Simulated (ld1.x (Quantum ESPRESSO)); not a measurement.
**How hard is this W (Z = 74) PAW potential?**

| Quantity | Value |
| --- | --- |
| Element | W |
| Generator | ld1.x (Quantum ESPRESSO) 7.5 |
| Type | PAW |
| Functional | LDA (PZ) |
| Relativity | scalar-relativistic |
| Frozen core | [Xe] 4f14 |
| Valence charge | 6 |
| Reference configuration | 5d4 6s1.5 6p0.5 |
| Partial waves | 6s (bound): rcut 2.00, rcutus 2.70 bohr; 6s channel at 2.95 Ry: rcut 2.00, rcutus 2.70 bohr; 6p (bound): rcut 2.15, rcutus 2.85 bohr; 6p channel at 0.9 Ry: rcut 2.15, rcutus 2.85 bohr; 5d (bound): rcut 2.35, rcutus 2.60 bohr; 5d channel at 4.75 Ry: rcut 2.35, rcutus 2.60 bohr |
| Local potential | all-electron potential smoothed inside 2.55 bohr (lloc = -2) |
| Core correction | Bessel-smoothed model core inside 2.50 bohr |
| Augmentation charge | BESSEL, radius 1.50 bohr |

The pseudo-atom Hamiltonian at the reference potential is diagonalised in spherical Bessel functions j_l(qr) that vanish at 20 bohr, with q² up to the cutoff. All-electron valence levels (Ry): 6s -0.4755, 6p -0.1394, 5d -0.3982.

Problem. How do the lowest levels (Ry) of each channel move with the cutoff, and are there ghosts?

Solution.

| cutoff (Ry) | s #1 | s #2 | p #1 | p #2 | d #1 | f #1 | Σ f·Δε (mRy) |
| --- | --- | --- | --- | --- | --- | --- | --- |
| 8 | -0.4754 | -0.0193 | -0.1394 | 0.0314 | -0.2356 | 0.0950 | 650.6 |
| 10 | -0.4755 | -0.0193 | -0.1394 | 0.0314 | -0.3575 | 0.0950 | 163.0 |
| 12 | -0.4755 | -0.0193 | -0.1394 | 0.0314 | -0.3906 | 0.0950 | 30.4 |
| 15 | -0.4755 | -0.0193 | -0.1394 | 0.0314 | -0.3972 | 0.0950 | 4.1 |
| 18 | -0.4755 | -0.0193 | -0.1395 | 0.0314 | -0.3979 | 0.0950 | 1.3 |
| 21 | -0.4755 | -0.0193 | -0.1395 | 0.0314 | -0.3980 | 0.0950 | 1.0 |
| 25 | -0.4755 | -0.0193 | -0.1395 | 0.0314 | -0.3981 | 0.0950 | 0.5 |
| 30 | -0.4755 | -0.0193 | -0.1395 | 0.0314 | -0.3982 | 0.0950 | 0.2 |
| 35 | -0.4755 | -0.0193 | -0.1395 | 0.0314 | -0.3982 | 0.0950 | 0.1 |
| 400 | -0.4755 | -0.0193 | -0.1395 | 0.0314 | -0.3982 | 0.0950 | 0.0 |

Result: no extra level below or beside the all-electron valence levels (s, p, d, f tested); 10 mRy is reached at 15 Ry and 1 mRy at 25 Ry.

Test run stopped at test 8 of 9 (negative rho).
